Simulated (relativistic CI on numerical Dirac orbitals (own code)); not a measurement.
Ge10+: q coefficients and field-shift factors

These numbers are calculated, not measured: Dirac-Coulomb-Breit CI, orbitals from a KLI potential per configuration, derivatives by finite differences, unscaled Slater integrals, QED left out (own radial code, finite nucleus).

Configurations in the expansion (outside the closed core [Ne] 3s2): 3p⁶3d⁴, 3p⁵3d⁵, 3p⁶3d³4p, 3p⁶3d²4s4p, 3p⁶3d²4s², 3p⁶3d4s²4p. Double excitations out of closed p, d and f shells are left out; levels of such configurations are missing from the list, as are those of other unlisted configurations, and high levels can miss mixing partners.

With x = (α/α₀)² − 1 an excitation energy changes as ω = ω₀ + qx; K = 2q/ω₀ is the relative enhancement. Terms are leading LS components, so labels can repeat. The field-shift factor is F = δν/δ⟨r²⟩ for the transition from the lowest level.

Lowest level 3p⁶3d⁴ ⁵D0.

| Level | ω₀ (cm⁻¹) | q (cm⁻¹) | K | F (GHz/fm²) |
| --- | --- | --- | --- | --- |
| 3p⁶3d⁴ ⁵D1 | 820.7 | 1093 | 2.66 | 0.00474 |
| 3p⁶3d⁴ ⁵D2 | 2264.8 | 2768 | 2.44 | 0.0123 |
| 3p⁶3d⁴ ⁵D3 | 4137.9 | 4655 | 2.25 | 0.021 |
| 3p⁶3d⁴ ⁵D4 | 6298.6 | 6568 | 2.09 | 0.0303 |
| 3p⁶3d⁴ ³H4 | 45662.2 | 792.3 | 0.0347 | 0.0562 |
| 3p⁶3d⁴ ³P0 | 46108.7 | -2955 | -0.128 | 0.0439 |
| 3p⁶3d⁴ ³H5 | 47428.4 | 3318 | 0.14 | 0.0672 |
| 3p⁶3d⁴ ³H6 | 48900.3 | 4833 | 0.198 | 0.0744 |
| 3p⁶3d⁴ ³P1 | 50723.9 | 2122 | 0.0837 | 0.0668 |
| 3p⁶3d⁴ ³F3 | 53345.4 | 1816 | 0.0681 | 0.0687 |
| 3p⁶3d⁴ ³F2 | 53777.9 | 3048 | 0.113 | 0.0735 |
| 3p⁶3d⁴ ³F4 | 54246.1 | 3657 | 0.135 | 0.0763 |
| 3p⁶3d⁴ ³P2 | 57374.6 | 7934 | 0.277 | 0.0947 |
| 3p⁶3d⁴ ³G3 | 59800.7 | 5961 | 0.199 | 0.0904 |
| 3p⁶3d⁴ ³G4 | 60850.1 | 5763 | 0.189 | 0.0911 |
| 3p⁶3d⁴ ³G5 | 61946.4 | 7376 | 0.238 | 0.0981 |
| 3p⁶3d⁴ ¹I6 | 70707.1 | 5370 | 0.152 | 0.102 |
| 3p⁶3d⁴ ³D3 | 75373.2 | 3926 | 0.104 | 0.101 |
| 3p⁶3d⁴ ³D2 | 75910.1 | 4465 | 0.118 | 0.104 |
| 3p⁶3d⁴ ¹G4 | 76313.4 | 8507 | 0.223 | 0.119 |
| 3p⁶3d⁴ ³D1 | 77056.9 | 6080 | 0.158 | 0.111 |
| 3p⁶3d⁴ ¹S0 | 87361.5 | 6905 | 0.158 | 0.126 |
| 3p⁶3d⁴ ¹D2 | 92587.6 | 6690 | 0.145 | 0.131 |

At this charge energies of transitions that change n are usually good to better than 1 %, and those within a shell (Δn = 0) to a few per cent. Terms inside the open d or f shell come out 10 to 20 % too wide with unscaled integrals.
